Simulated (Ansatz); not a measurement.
## Nudged elastic band run: CH4BCl2N

Input:

```yaml
crystal:
  periodic: [false, false, false]
  atoms:
    - { symbol: "N", position_ang: [-0.994688, 0.16225, 0.841429] }
    - { symbol: C, position_ang: [0.348401, -0.42403, 0.578684] }
    - { symbol: B, position_ang: [0.634895, 0.042227, -0.88947] }
    - { symbol: Cl, position_ang: [0.029158, -0.888315, -2.270967] }
    - { symbol: Cl, position_ang: [1.369647, 1.621806, -1.214276] }
    - { symbol: H, position_ang: [-0.971547, 1.185536, 0.738876] }
    - { symbol: H, position_ang: [-1.683351, -0.18883, 0.1627] }
    - { symbol: H, position_ang: [1.063982, -0.033696, 1.329286] }
    - { symbol: H, position_ang: [0.292103, -1.523248, 0.706837] }
magnetization:
  spin_polarized: true
basis:
  gaussian: { orbitals: def2-SVP }
hamiltonian:
  xc: pbe
  dispersion: d4
neb:
  order_check: false
  images: 2
  f_tol: 0.05
  max_iterations: 60
  climbing: true
  final_atoms:
    - { symbol: "N", position_ang: [-0.76625807, -0.39311639, 0.77214921] }
    - { symbol: C, position_ang: [0.51246813, 0.24928089, 0.41336581] }
    - { symbol: B, position_ang: [0.79426718, 0.38624997, -1.01101707] }
    - { symbol: Cl, position_ang: [-0.48302298, -0.26071085, -2.1863019] }
    - { symbol: Cl, position_ang: [2.2510575, 1.11703169, -1.72852362] }
    - { symbol: H, position_ang: [-1.43631236, 0.20341063, 1.2984794] }
    - { symbol: H, position_ang: [-1.21042714, -0.62014904, -0.15695027] }
    - { symbol: H, position_ang: [1.11457145, 0.55522801, 1.27793074] }
    - { symbol: H, position_ang: [-0.68774371, -1.28352491, 1.3039667] }
  initial_path:
    images:
      - { positions_ang: [[-0.994688, 0.16225, 0.841429], [0.348401, -0.42403, 0.578684], [0.634895, 0.042227, -0.88947], [0.029158, -0.888315, -2.270967], [1.369647, 1.621806, -1.214276], [-0.971547, 1.185536, 0.738876], [-1.683351, -0.18883, 0.1627], [1.063982, -0.033696, 1.329286], [0.292103, -1.523248, 0.706837]] }
      - { positions_ang: [[-0.94242054, -0.04710197, 0.8741878], [0.38749637, -0.3738763, 0.49856275], [0.64028818, 0.140762, -0.98777827], [-0.08559841, -0.65659013, -2.39802434], [1.74702661, 1.54006044, -1.29852175], [-1.10856914, 1.0153558, 0.79402963], [-1.62250863, -0.46809217, 0.21344136], [1.11309664, 0.11272578, 1.21383859], [-0.04021108, -1.30954345, 1.07336323]] }
      - { positions_ang: [[-0.86627723, -0.2322241, 0.85109454], [0.44218541, -0.14943934, 0.44345669], [0.69341224, 0.25543632, -1.02829396], [-0.2563254, -0.44738874, -2.36980264], [2.04083011, 1.37180233, -1.46993763], [-1.26349092, 0.68798068, 0.98056409], [-1.46486734, -0.61186518, 0.10689127], [1.12995979, 0.30903379, 1.19672017], [-0.36682665, -1.22963575, 1.27240647]] }
      - { positions_ang: [[-0.76625807, -0.39311639, 0.77214921], [0.51246813, 0.24928089, 0.41336581], [0.79426718, 0.38624997, -1.01101707], [-0.48302298, -0.26071085, -2.1863019], [2.2510575, 1.11703169, -1.72852362], [-1.43631236, 0.20341063, 1.2984794], [-1.21042714, -0.62014904, -0.15695027], [1.11457145, 0.55522801, 1.27793074], [-0.68774371, -1.28352491, 1.3039667]] }
```

Launched with:

```bash
$ ansatz run input.yaml --threads 2 --pin off --max-ram 3072MiB --backend cpu --events-out ev --progress --plain --runs-dir out
```

Output, in part (warnings, iteration lines, the closing report on the highest movable image, with atoms numbered from 0):

```
NEB end point (image 0): max|allowed force component| = 5.321e-3 eV/Å (the criterion of neb.relax_end_points is 1.000e-2)
NEB end point (image 3): max|allowed force component| = 3.314e-3 eV/Å (the criterion of neb.relax_end_points is 1.000e-2)
NEB iter   1: max|band force component| = 5.392e0 eV/Å  barrier→ = 3.4216 eV  barrier← = 2.4997 eV  Δτ_max = 0.2000 Å  (128 SCF iters)
NEB iter   2: max|band force component| = 2.570e0 eV/Å  barrier→ = 2.6790 eV  barrier← = 1.7571 eV  Δτ_max = 0.2000 Å  (72 SCF iters)
NEB iter   3: max|band force component| = 1.290e0 eV/Å  barrier→ = 2.4043 eV  barrier← = 1.4824 eV  Δτ_max = 0.1874 Å  (66 SCF iters)
NEB iter   4: max|band force component| = 1.286e0 eV/Å  barrier→ = 2.4075 eV  barrier← = 1.4856 eV  Δτ_max = 0.1911 Å  (66 SCF iters)
NEB iter   5: max|band force component| = 1.354e0 eV/Å  barrier→ = 2.0561 eV  barrier← = 1.1342 eV  Δτ_max = 0.0992 Å  (66 SCF iters)
NEB iter   6: max|band force component| = 1.391e0 eV/Å  barrier→ = 2.0072 eV  barrier← = 1.0853 eV  Δτ_max = 0.0989 Å  (59 SCF iters)
NEB iter   7: max|band force component| = 1.302e0 eV/Å  barrier→ = 1.8552 eV  barrier← = 0.9333 eV  Δτ_max = 0.0988 Å  (61 SCF iters)
NEB iter   8: max|band force component| = 7.823e-1 eV/Å  barrier→ = 1.7195 eV  barrier← = 0.7976 eV  Δτ_max = 0.0995 Å  (61 SCF iters)
NEB iter   9: max|band force component| = 6.086e-1 eV/Å  barrier→ = 1.6396 eV  barrier← = 0.7177 eV  CI = image 2  Δτ_max = 0.2000 Å  (59 SCF iters)
NEB iter  10: max|band force component| = 1.232e0 eV/Å  barrier→ = 1.6278 eV  barrier← = 0.7059 eV  CI = image 2  Δτ_max = 0.1959 Å  (66 SCF iters)
NEB iter  11: max|band force component| = 1.390e0 eV/Å  barrier→ = 1.7386 eV  barrier← = 0.8167 eV  CI = image 2  Δτ_max = 0.1970 Å  (65 SCF iters)
NEB iter  12: max|band force component| = 1.169e0 eV/Å  barrier→ = 1.9057 eV  barrier← = 0.9838 eV  CI = image 2  Δτ_max = 0.0997 Å  (65 SCF iters)
NEB iter  13: max|band force component| = 1.164e0 eV/Å  barrier→ = 2.0058 eV  barrier← = 1.0840 eV  CI = image 2  Δτ_max = 0.1967 Å  (61 SCF iters)
NEB iter  14: max|band force component| = 1.501e0 eV/Å  barrier→ = 2.1335 eV  barrier← = 1.2116 eV  CI = image 2  Δτ_max = 0.1961 Å  (59 SCF iters)
NEB iter  15: max|band force component| = 1.371e0 eV/Å  barrier→ = 2.2116 eV  barrier← = 1.2897 eV  CI = image 2  Δτ_max = 0.1966 Å  (60 SCF iters)
NEB iter  16: max|band force component| = 9.840e-1 eV/Å  barrier→ = 2.2597 eV  barrier← = 1.3378 eV  CI = image 2  Δτ_max = 0.1982 Å  (60 SCF iters)
NEB iter  17: max|band force component| = 6.993e-1 eV/Å  barrier→ = 2.2581 eV  barrier← = 1.3362 eV  CI = image 2  Δτ_max = 0.0481 Å  (61 SCF iters)
NEB iter  18: max|band force component| = 5.632e-1 eV/Å  barrier→ = 2.2291 eV  barrier← = 1.3072 eV  CI = image 2  Δτ_max = 0.1970 Å  (62 SCF iters)
NEB iter  19: max|band force component| = 1.073e0 eV/Å  barrier→ = 2.2136 eV  barrier← = 1.2917 eV  CI = image 2  Δτ_max = 0.0999 Å  (67 SCF iters)
NEB iter  20: max|band force component| = 2.992e-1 eV/Å  barrier→ = 2.1868 eV  barrier← = 1.2649 eV  CI = image 2  Δτ_max = 0.0317 Å  (60 SCF iters)
NEB iter  21: max|band force component| = 1.656e-1 eV/Å  barrier→ = 2.1800 eV  barrier← = 1.2581 eV  CI = image 2  Δτ_max = 0.1001 Å  (64 SCF iters)
NEB iter  22: max|band force component| = 9.173e-2 eV/Å  barrier→ = 2.1782 eV  barrier← = 1.2563 eV  CI = image 2  Δτ_max = 0.1004 Å  (63 SCF iters)
NEB iter  23: max|band force component| = 1.389e-1 eV/Å  barrier→ = 2.1773 eV  barrier← = 1.2555 eV  CI = image 2  Δτ_max = 0.0500 Å  (62 SCF iters)
NEB iter  24: max|band force component| = 1.528e-1 eV/Å  barrier→ = 2.1771 eV  barrier← = 1.2552 eV  CI = image 2  Δτ_max = 0.0249 Å  (63 SCF iters)
NEB iter  25: max|band force component| = 8.050e-2 eV/Å  barrier→ = 2.1770 eV  barrier← = 1.2551 eV  CI = image 2  Δτ_max = 0.0249 Å  (57 SCF iters)
NEB iter  26: max|band force component| = 8.250e-2 eV/Å  barrier→ = 2.1768 eV  barrier← = 1.2550 eV  CI = image 2  Δτ_max = 0.0249 Å  (57 SCF iters)
NEB iter  27: max|band force component| = 1.432e-1 eV/Å  barrier→ = 2.1769 eV  barrier← = 1.2550 eV  CI = image 2  Δτ_max = 0.0125 Å  (64 SCF iters)
NEB iter  28: max|band force component| = 7.467e-2 eV/Å  barrier→ = 2.1770 eV  barrier← = 1.2551 eV  CI = image 2  Δτ_max = 0.0249 Å  (63 SCF iters)
NEB iter  29: max|band force component| = 9.241e-2 eV/Å  barrier→ = 2.1767 eV  barrier← = 1.2549 eV  CI = image 2  Δτ_max = 0.0497 Å  (63 SCF iters)
NEB iter  30: max|band force component| = 1.233e-1 eV/Å  barrier→ = 2.1767 eV  barrier← = 1.2549 eV  CI = image 2  Δτ_max = 0.0989 Å  (52 SCF iters)
NEB iter  31: max|band force component| = 1.657e-1 eV/Å  barrier→ = 2.1767 eV  barrier← = 1.2549 eV  CI = image 2  Δτ_max = 0.1951 Å  (55 SCF iters)
NEB iter  32: max|band force component| = 2.148e-1 eV/Å  barrier→ = 2.1767 eV  barrier← = 1.2549 eV  CI = image 2  Δτ_max = 0.0991 Å  (48 SCF iters)
NEB iter  33: max|band force component| = 2.536e-1 eV/Å  barrier→ = 2.1767 eV  barrier← = 1.2549 eV  CI = image 2  Δτ_max = 0.0499 Å  (51 SCF iters)
NEB iter  34: max|band force component| = 2.532e-1 eV/Å  barrier→ = 2.1767 eV  barrier← = 1.2549 eV  CI = image 2  Δτ_max = 0.0499 Å  (50 SCF iters)
NEB iter  35: max|band force component| = 2.614e-1 eV/Å  barrier→ = 2.1767 eV  barrier← = 1.2549 eV  CI = image 2  Δτ_max = 0.0994 Å  (50 SCF iters)
NEB iter  36: max|band force component| = 2.537e-1 eV/Å  barrier→ = 2.1767 eV  barrier← = 1.2549 eV  CI = image 2  Δτ_max = 0.0995 Å  (51 SCF iters)
NEB iter  37: max|band force component| = 3.407e-1 eV/Å  barrier→ = 2.1767 eV  barrier← = 1.2549 eV  CI = image 2  Δτ_max = 0.0498 Å  (51 SCF iters)
NEB iter  38: max|band force component| = 1.975e-1 eV/Å  barrier→ = 2.1767 eV  barrier← = 1.2549 eV  CI = image 2  Δτ_max = 0.0993 Å  (50 SCF iters)
NEB iter  39: max|band force component| = 1.521e-1 eV/Å  barrier→ = 2.1767 eV  barrier← = 1.2549 eV  CI = image 2  Δτ_max = 0.0994 Å  (51 SCF iters)
NEB iter  40: max|band force component| = 1.298e-1 eV/Å  barrier→ = 2.1767 eV  barrier← = 1.2549 eV  CI = image 2  Δτ_max = 0.0995 Å  (49 SCF iters)
NEB iter  41: max|band force component| = 9.945e-2 eV/Å  barrier→ = 2.1767 eV  barrier← = 1.2549 eV  CI = image 2  Δτ_max = 0.0989 Å  (54 SCF iters)
NEB iter  42: max|band force component| = 7.196e-2 eV/Å  barrier→ = 2.1768 eV  barrier← = 1.2549 eV  CI = image 2  Δτ_max = 0.0098 Å  (54 SCF iters)
NEB iter  43: max|band force component| = 4.469e-2 eV/Å  barrier→ = 2.1768 eV  barrier← = 1.2550 eV  CI = image 2  Δτ_max = 0.0000 Å  (122 SCF iters)
Total energy: -28289.16622120 eV, -1039.6076835435 hartree
Atom 0 at    -1.027594    -0.328769     0.759015 Å, force     0.002464    -0.002128    -0.025724 eV/Å
Atom 1 at     0.381945     0.245225     0.416679 Å, force     0.017710     0.004716     0.006231 eV/Å
Atom 2 at     0.839391     0.215751    -0.990621 Å, force    -0.028200     0.005478    -0.009141 eV/Å
Atom 3 at    -0.271407    -0.447483    -2.257167 Å, force     0.007307    -0.002621     0.005290 eV/Å
Atom 4 at     2.451478     0.771757    -1.490609 Å, force     0.005374    -0.004198     0.000102 eV/Å
Atom 5 at    -1.493038     0.117422     1.555615 Å, force    -0.022471     0.008008     0.018992 eV/Å
Atom 6 at    -1.601636    -0.407399    -0.093596 Å, force     0.007214     0.005604     0.004493 eV/Å
Atom 7 at     0.831761     0.770850     1.268746 Å, force    -0.002228     0.000005     0.000319 eV/Å
Atom 8 at    -0.022300    -0.983653     0.815037 Å, force     0.012830    -0.014864    -0.000561 eV/Å
Dipole moment:    -0.693759    -0.093269     0.768576 e Å
```

The run converged. Neighbouring images differ by up to 2.1 eV, so the band resolves the path poorly. Another band between the same ends (7 images) ends at a top of the same energy, where a vibrational analysis finds 1 clearly imaginary mode. So few images can step over the top or miss a turn of the path. The orbitals stay closed-shell, which can raise the energy where a bond breaks towards radicals; this wasn't checked here.

Final band (atoms are numbered from 1 in the order of the input):

```json
{"image": "0", "path coordinate (Å)": "0.00", "energy (kJ/mol)": "0.0", "C2–H9 (Å)": "1.11", "N1–H9 (Å)": "2.12"}
{"image": "1", "path coordinate (Å)": "2.65", "energy (kJ/mol)": "8.5", "C2–H9 (Å)": "1.13", "N1–H9 (Å)": "2.22"}
{"image": "2", "path coordinate (Å)": "5.30", "energy (kJ/mol)": "210.0", "C2–H9 (Å)": "1.35", "N1–H9 (Å)": "1.20"}
{"image": "3", "path coordinate (Å)": "6.52", "energy (kJ/mol)": "88.9", "C2–H9 (Å)": "2.14", "N1–H9 (Å)": "1.04"}
```

The run took 120 s on 2 threads of Intel(R) Xeon(R) 6975P-C (Granite Rapids), with other jobs on the host, peak memory 0.18 GiB.
